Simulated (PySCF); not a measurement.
CeCl3(H2O) at several levels of theory

Computed with PySCF 2.14.0 (density fitting, no spin-orbit coupling) at the geometry relaxed with PBE0:

```xyz
7
CeCl3(H2O) (singlet in the valence; each metal's 4f electrons, 1 of them, lie in its core potential, out of spins and levels)
Ce   -0.0078   -0.0732    0.0732
Cl    1.1044    1.9852    1.2229
Cl   -1.8250   -1.3870    1.3870
Cl    1.1044   -1.2229   -1.9852
O    -1.3984    1.4035   -1.4035
H    -1.6201    2.3278   -1.2293
H    -1.6201    1.2293   -2.3278
```

```json
{"level": "PBE0", "basis": "Ce lcecp-1-SVP with ECP47, Cl def2-SVP, O def2-SVP, H def2-SVP", "state": "singlet", "HOMO (eV)": "-8.35", "gap (eV)": "6.83", "charge on Ce1 (e)": "0.95", "population of f-type functions on Ce1 (polarisation alone where 4f lies in the core)": "0.06", "dipole about the centre of mass (D)": "5.41", "largest force component (eV/Å)": "0.01"}
{"level": "PBE", "basis": "the same", "state": "singlet", "HOMO (eV)": "-6.94", "gap (eV)": "4.71", "charge on Ce1 (e)": "0.75", "population of f-type functions on Ce1 (polarisation alone where 4f lies in the core)": "0.06", "dipole about the centre of mass (D)": "5.34", "largest force component (eV/Å)": "0.48"}
{"level": "wB97X", "basis": "the same", "state": "singlet", "HOMO (eV)": "-10.71", "gap (eV)": "10.98", "charge on Ce1 (e)": "0.98", "population of f-type functions on Ce1 (polarisation alone where 4f lies in the core)": "0.06", "dipole about the centre of mass (D)": "5.48", "largest force component (eV/Å)": "0.08"}
```

In the lcecp rows the 4f levels are missing from HOMO and gap, and the state counts the valence alone.

Charges are Mulliken's, which hang on the basis. The relaxation used the grid (50, 194), these runs (75, 302) or, all-electron (x2c bases, spin-free X2C Hamiltonian), (99, 590).

(1) What does PBE0 with Ce lcecp-1-TZVP with ECP47, Cl def2-TZVP, O def2-TZVP, H def2-TZVP give here?

A frequency check found unstable modes (1, the lowest at -40 cm⁻¹), so the relaxed geometry is a saddle point, or these are noise. An lcecp potential fixes the number of 4f electrons, so in runs with it no electron can move into or out of that shell.

## Answers

(1) state singlet, HOMO (eV) -8.48, gap (eV) 6.80, charge on Ce1 (e) 1.44, population of f-type functions on Ce1 (polarisation alone where 4f lies in the core) 0.09, dipole about the centre of mass (D) 5.34, largest force component (eV/Å) 0.24. Time: 22 s on 2 threads of Arm Neoverse V1 (shared host), from free ions and atoms.
